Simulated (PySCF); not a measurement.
C4H5BBrN.
Cartesian coordinates in Å at the GFN2-xTB level; atoms count from 1:
```xyz
12
C4H5BBrN angstrom
C     -0.719   -1.096    0.687
C     -0.268   -0.025    0.019
C     -1.234    0.969   -0.563
B      1.256    0.201   -0.159
Br     1.932    1.686   -1.088
C      2.255   -0.788    0.423
N      3.014   -1.530    0.861
H     -0.049   -1.824    1.115
H     -1.774   -1.279    0.827
H     -2.263    0.683   -0.361
H     -1.055    1.959   -0.145
H     -1.096    1.043   -1.642
```

Theory: TDDFT B3LYP/def2-SVPD, vertical, gas phase, core orbitals frozen in the response (PySCF). The B3LYP/def2-SVPD calculation is non-relativistic and has no spin–orbit coupling, an omission that weighs most on bromine.

Computed states:

```json
{"state": "S1", "E (eV)": "4.16", "f": "0.0000"}
{"state": "S2", "E (eV)": "4.67", "f": "0.227"}
{"state": "S3", "E (eV)": "4.99", "f": "0.0000"}
{"state": "S4", "E (eV)": "5.43", "f": "0.101"}
{"state": "S5", "E (eV)": "5.85", "f": "0.0013"}
{"state": "S6", "E (eV)": "6.09", "f": "0.0031"}
{"state": "S7", "E (eV)": "6.42", "f": "0.0000"}
{"state": "S8", "E (eV)": "6.44", "f": "0.016"}
```

Each state is given a Gaussian of 0.4 eV full width at half maximum, with ε(max) = 2.175×10⁸ f / Δν̃ (Δν̃ the width in cm⁻¹). The width is an assumption, not a result. The curve ends short of the highest state used, and states not computed would add to its high-energy end.

Q: Give the broadened spectrum and its maxima.

A: 
λ (nm), ε (L mol⁻¹ cm⁻¹) and a bar:
```
    212.3        505 #
    215.4       1137 ##
    218.6       2458 #####
    221.7       4258 ########
    224.9       6008 ############
    228.1       6829 #############
    231.2       6382 #############
    234.4       4970 ##########
    237.6       3319 #######
    240.7       2119 ####
    243.9       1676 ###
    247.0       2209 ####
    250.2       3839 ########
    253.4       6471 #############
    256.5       9580 ###################
    259.7      12644 #########################
    262.9      14739 #############################
    266.0      15302 ##############################
    269.2      14295 ############################
    272.3      12153 ########################
    275.5       9367 ##################
    278.7       6615 #############
    281.8       4369 #########
    285.0       2643 #####
    288.2       1490 ###
    291.3        804 ##
    294.5        401 #
    297.6        194 
    300.8         88 
    304.0         38 
    307.1         17 
    310.3          7 
    313.5          3 
    316.6          2 
    319.8          1 
    322.9          0 
    326.1          0 
    329.3          0 
    332.4          0 
    335.6          0 
    338.8          0 
    341.9          0 
    345.1          0 
    348.2          0
```

Maxima: 266 nm (4.67 eV), ε about 15000, made up of S2 (100%); 229 nm (5.43 eV), ε about 6800, made up of S4 (100%) (ε in L mol⁻¹ cm⁻¹; maxima over ε = 5, shares over 10%).

Q: What would ε be at 4.67 eV, the highest of these maxima, with half the width (0.2 eV)?

A: About 30600 L mol⁻¹ cm⁻¹ against 15300, a factor of about 2.00; a lone state at its own centre would give exactly 2.

Q: Coming from long wavelengths, where does ε first pass 100 L mol⁻¹ cm⁻¹?

A: At about 300 nm (4.13 eV), 0.03 eV below S1.

Q: On this curve, what absorbance would a 10⁻³ mol/L sample give at 248 nm over a 1 cm path?

A: 248 nm is 4.999 eV, where ε is about 2600 L mol⁻¹ cm⁻¹, so A = ε c l ≈ 2.6 (Beer–Lambert, with the gas-phase spectrum and the assumed width).

On one thread of an Arm Neoverse N1, no GPU, shared host, this took 62 s and 0.82 GiB of memory at its peak.

One conformer stands for the species.
